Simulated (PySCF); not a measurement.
An unknown is described by computed data only.

Formula: C3H4Cl2OSi.

| Property | Result |
| --- | --- |
| Polarisability | 95.2 au [CAM-B3LYP/def2-SVPD] |
| 13C NMR | chemical shifts (computed TMS as zero) by class: 170.7 (1 C), 161.9 (1 C), 139.1 (1 C) ppm [GIAO PBE0/pcSseg-1] |
| Dipole | 3.10 D [CAM-B3LYP/def2-SVPD] |
| NMR, other nuclei | isotropic shieldings of nuclei other than C and H, by class: -246 (1 O), 421 (1 Si), 424 (1 Cl), 602 (1 Cl) ppm [GIAO PBE0/pcSseg-1] |
| UV, first state | lowest singlet excitation: 4.16 eV (298 nm, f = 0.000) [TDDFT CAM-B3LYP/def2-SVPD] |
| Triplet | lowest triplet excitation (Tamm–Dancoff): 3.36 eV [TDA CAM-B3LYP/def2-SVPD] |
| Rotational structure | rotational constants A, B, C: 2.171, 1.025, 0.704 GHz [GFN2-xTB] |

Gas-phase values; electronic properties from PySCF, density fitting. Levels stand in brackets. One conformer (not necessarily the lowest) at the GFN2-xTB geometry, without solvent, vibrations or thermal averaging. NMR values are class means; diastereotopic atoms form classes of their own.

Question: Propose a structure and show how it fits.

Answer: Numbering: `[O:1]=[C:2]([Cl:3])/[C:4]([SiH3:5])=[CH:6]\[Cl:7]`. Its formula, C3H4Cl2OSi, gives 2 degrees of unsaturation: 0 rings and 2 π bonds in the structure found. 3 carbons fall into 3 classes; from least to most shielded: acyl halide carbon [C2] (170.7 ppm), vinylic C–Cl carbon [C6] (161.9 ppm), fully substituted alkene carbon [C4] (139.1 ppm). The other shieldings belong to: -246 ppm, carbonyl oxygen [O1]; 421 ppm, SiH3 silicon [Si5]; 424 ppm, chlorine bonded to C [Cl3]; 602 ppm, vinyl chlorine [Cl7]. S1 is mainly HOMO−1→LUMO (weight 0.91); the largest Löwdin shares of the orbital it empties are 0.44 on the carbonyl oxygen, 0.21 on the chlorine bonded to C, 0.17 on the vinyl chlorine and 0.06 on the fully substituted alkene carbon, of the orbital it fills 0.27 on the vinylic C–Cl carbon, 0.19 on the acyl halide carbon, 0.16 on the carbonyl oxygen and 0.16 on the fully substituted alkene carbon. By its constants the optimised geometry is an asymmetric top. Structure: `O=C(/C([SiH3])=C\Cl)Cl`. Computed isomers that give other values at the same levels: `C=C1O[Si@@H](Cl)[C@@H]1Cl` (13C chemical shifts (computed TMS as zero) by class: 168.3 (1 C), 94.4 (1 C), 58.3 (1 C) ppm); `O=C(Cl)/C=C(/[SiH3])Cl` (13C chemical shifts (computed TMS as zero) by class: 171.8 (1 C), 168.2 (1 C), 140.4 (1 C) ppm); `ClC[Si@]1(Cl)C=CO1` (13C chemical shifts (computed TMS as zero) by class: 174.3 (1 C), 114.2 (1 C), 36.6 (1 C) ppm). The assignments are read from this structure; whether some other isomer fits the data as well wasn't checked.

The values belong to the conformer `[O:1]=[C:2]([Cl:3])/[C:4]([SiH3:5])=[CH:6]\[Cl:7]`: O1–C2–C4–Si5 -174°.
